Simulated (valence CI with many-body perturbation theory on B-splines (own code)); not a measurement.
# Ho53+: electric-dipole lines

Calculated by configuration interaction combined with many-body perturbation theory (CI+MBPT): four valence electrons over a frozen Dirac-Fock core [Ne], a basis of 11 s, 11 p, 10 d, 8 f, 5 g, 2 h functions for each j, with the one-electron correlation potential Σ1, the two-electron term Σ2, the three-electron term Σ3, Breit, model QED; selected CI, second order for the rest, scaled by the run's own slope (own B-spline code, finite nucleus).

The last digits are not significant, and no measured levels were compared; by estimate large intervals hold to a few tenths of a per cent, small ones and those within an open d or f shell to about a per cent. Among the levels kept, up to 580 cm⁻¹ of a level comes from second order outside the variational space, and about a tenth of that is noise between levels of different J, which matters for small intervals.

Lines 151 to 200 of 561 in falling wavelength, among levels below 10093 × 10³ cm⁻¹, chosen from the strongest by gf and those to the six lowest levels. Wavelengths and rates use the calculated energies. Electric multipoles are in the length gauge, E1 and E2 with the static RPA response of the core. Weak lines are less certain than strong ones. Lines between different terms over intervals too small for the method are left out, as are lines whose strength nearly cancels. Where a level lies close to another of its J and parity, the split of strength between their lines is uncertain. The highest levels of a list are the least certain.

Levels are named by their leading jj configuration (3d3/2^4 stands for four electrons in 3d with j = 3/2), which in mixed levels can hold well under half, so a name can repeat and another be missing. Letters in brackets count levels of one name in rising energy.

```tsv
λ vac (nm)	Upper	Lower	A (s⁻¹)	S (a.u.)
4.709	(3s^2 3d3/2 3d5/2) J=1	(3s^2 3p3/2 3d3/2) J=0	9.56e+10	1.48e-02
4.708	(3s 3p1/2 3p3/2 3d5/2) J=3 [a]	(3s 3p1/2 3p3/2^2) J=2 [a]	1.56e+11	5.63e-02
4.708	(3s^2 3d3/2 3d5/2) J=4	(3s^2 3p3/2 3d3/2) J=3	2.14e+11	9.90e-02
4.706	(3p1/2 3p3/2^2 3d5/2) J=2 [c]	(3p1/2 3p3/2^3) J=1	3.80e+11	9.78e-02
4.693	(3s 3p1/2 3d3/2 3d5/2) J=2 [c]	(3s 3p1/2 3p3/2 3d3/2) J=1 [b]	1.28e+11	3.26e-02
4.688	(3s^2 3d3/2 3d5/2) J=1	(3s^2 3p3/2 3d3/2) J=1	9.18e+10	1.40e-02
4.688	(3s 3p1/2 3p3/2 3d5/2) J=1 [b]	(3s 3p1/2 3p3/2^2) J=0	1.31e+11	2.00e-02
4.686	(3s 3p1/2 3d3/2 3d5/2) J=3 [a]	(3s 3p1/2 3p3/2 3d3/2) J=2 [a]	2.16e+11	7.69e-02
4.678	(3s 3p1/2 3p3/2 3d5/2) J=2 [c]	(3s 3p1/2 3p3/2^2) J=2 [b]	5.79e+10	1.46e-02
4.677	(3s^2 3d5/2^2) J=0	(3s^2 3p3/2 3d5/2) J=1	3.71e+11	1.88e-02
4.673	(3s 3p1/2 3d5/2^2) J=3 [a]	(3s 3p1/2 3p3/2 3d5/2) J=3 [b]	1.07e+11	3.77e-02
4.671	(3s 3p1/2 3d3/2 3d5/2) J=5	(3s 3p1/2 3p3/2 3d3/2) J=4	1.70e+11	9.43e-02
4.664	(3p1/2 3p3/2^2 3d5/2) J=2 [b]	(3p1/2 3p3/2^3) J=2	1.31e+11	3.28e-02
4.661	(3s 3p1/2 3p3/2 3d5/2) J=2 [c]	(3s 3p1/2 3p3/2^2) J=1 [a]	1.74e+11	4.36e-02
4.654	(3s 3p3/2^2 3d5/2) J=2 [a]	(3s 3p3/2^3) J=2	2.81e+11	6.99e-02
4.627	(3p1/2 3p3/2^2 3d5/2) J=2 [c]	(3p1/2 3p3/2^3) J=2	1.10e+11	2.70e-02
4.625	(3s 3p1/2 3d3/2 3d5/2) J=1 [a]	(3s 3p1/2 3p3/2 3d3/2) J=0 [a]	1.15e+11	1.69e-02
4.624	(3s 3p1/2 3d3/2 3d5/2) J=4 [c]	(3s 3p1/2 3p3/2 3d3/2) J=3 [b]	1.70e+11	7.45e-02
4.609	(3s 3p1/2 3d3/2 3d5/2) J=2 [a]	(3s 3p1/2 3p3/2 3d3/2) J=1 [a]	1.21e+11	2.94e-02
4.604	(3s 3p3/2^2 3d5/2) J=2 [c]	(3s 3p3/2^3) J=1	5.33e+11	1.28e-01
4.594	(3s 3p1/2 3d5/2^2) J=2 [b]	(3s 3p1/2 3p3/2 3d5/2) J=2 [b]	1.10e+11	2.63e-02
4.563	(3s 3p1/2 3d5/2^2) J=5	(3s 3p1/2 3p3/2 3d5/2) J=5	8.53e+10	4.40e-02
4.558	(3s 3p1/2 3d5/2^2) J=2 [a]	(3s 3p1/2 3p3/2 3d5/2) J=2 [a]	2.56e+11	5.98e-02
4.557	(3s^2 3p3/2 3d5/2) J=3	(3s^2 3p3/2^2) J=2	4.46e+11	1.46e-01
4.549	(3s^2 3d5/2^2) J=4	(3s^2 3p3/2 3d5/2) J=4	8.84e+10	3.70e-02
4.549	(3s 3p1/2 3p3/2 3d5/2) J=3 [b]	(3s 3p1/2 3p3/2^2) J=2 [a]	1.25e+11	4.06e-02
4.548	(3s 3p1/2 3p3/2 3d5/2) J=4 [c]	(3s 3p1/2 3p3/2^2) J=3	1.55e+11	6.49e-02
4.542	(3s 3p1/2^2 3d5/2) J=2	(3s 3p1/2^2 3p3/2) J=2	3.58e+10	8.29e-03
4.522	(3s 3p3/2^2 3d5/2) J=2 [b]	(3s 3p3/2^3) J=2	2.30e+11	5.25e-02
4.520	(3s^2 3d5/2^2) J=2	(3s^2 3p3/2 3d5/2) J=2	2.98e+11	6.79e-02
4.516	(3s 3p1/2 3d5/2^2) J=3 [a]	(3s 3p1/2 3p3/2 3d5/2) J=3 [a]	1.06e+11	3.37e-02
4.507	(3s 3p3/2^2 3d5/2) J=3 [c]	(3s 3p3/2^3) J=2	4.54e+11	1.44e-01
4.477	(3s 3p1/2 3d5/2^2) J=1 [a]	(3s 3p1/2 3p3/2 3d5/2) J=1 [a]	1.20e+11	1.59e-02
4.430	(3s 3p1/2 3d3/2 3d5/2) J=3 [c]	(3s 3p1/2 3p3/2 3d3/2) J=3 [a]	5.04e+10	1.51e-02
4.405	(3s 3p1/2 3d5/2^2) J=4 [a]	(3s 3p1/2 3p3/2 3d5/2) J=4 [a]	1.01e+11	3.84e-02
4.341	(3s 3p1/2 3p3/2 3d5/2) J=3 [c]	(3s 3p1/2 3p3/2^2) J=2 [a]	1.35e+11	3.81e-02
4.317	(3s 3p1/2 3p3/2 3d5/2) J=3 [d]	(3s 3p1/2 3p3/2^2) J=3	5.04e+10	1.40e-02
4.146	(3s 3p3/2^2 3d3/2) J=4	(3s^2 3p3/2 3d5/2) J=3	4.48e+10	1.42e-02
3.791	(3s 3p3/2^2 3d5/2) J=4 [a]	(3s^2 3p3/2 3d5/2) J=3	1.95e+11	4.71e-02
3.739	(3p1/2 3p3/2^2 3d5/2) J=3 [a]	(3s 3p1/2 3p3/2 3d5/2) J=2 [d]	9.85e+10	1.78e-02
3.700	(3s 3p1/2 3p3/2 3d3/2) J=2 [a]	(3s^2 3p1/2 3d3/2) J=2	3.57e+09	4.46e-04
3.670	(3p1/2 3p3/2^2 3d5/2) J=3 [a]	(3s 3p1/2 3p3/2 3d5/2) J=2 [c]	8.68e+10	1.48e-02
3.621	(3s 3p3/2^2 3d5/2) J=0	(3s^2 3p3/2 3d5/2) J=1	4.29e+11	1.00e-02
3.619	(3s 3p3/2 3d3/2^2) J=4	(3s 3p1/2 3p3/2 3d5/2) J=3 [d]	6.00e+10	1.26e-02
3.605	(3s 3p1/2 3p3/2^2) J=2 [a]	(3s^2 3p1/2 3p3/2) J=2	1.06e+10	1.23e-03
3.602	(3p1/2 3p3/2^2 3d5/2) J=4 [b]	(3s 3p1/2 3p3/2 3d5/2) J=3 [d]	1.53e+11	3.17e-02
3.594	(3s 3p1/2 3p3/2 3d5/2) J=2 [a]	(3s^2 3p1/2 3d5/2) J=2	1.38e+11	1.58e-02
3.592	(3s 3p1/2 3p3/2 3d3/2) J=1 [a]	(3s^2 3p1/2 3d3/2) J=2	7.42e+09	5.09e-04
3.588	(3s 3p3/2^2 3d3/2) J=1 [a]	(3s^2 3p3/2 3d3/2) J=0	1.94e+11	1.32e-02
3.580	(3s 3p3/2^2 3d3/2) J=2 [a]	(3s^2 3p3/2 3d3/2) J=1	2.13e+11	2.41e-02
```
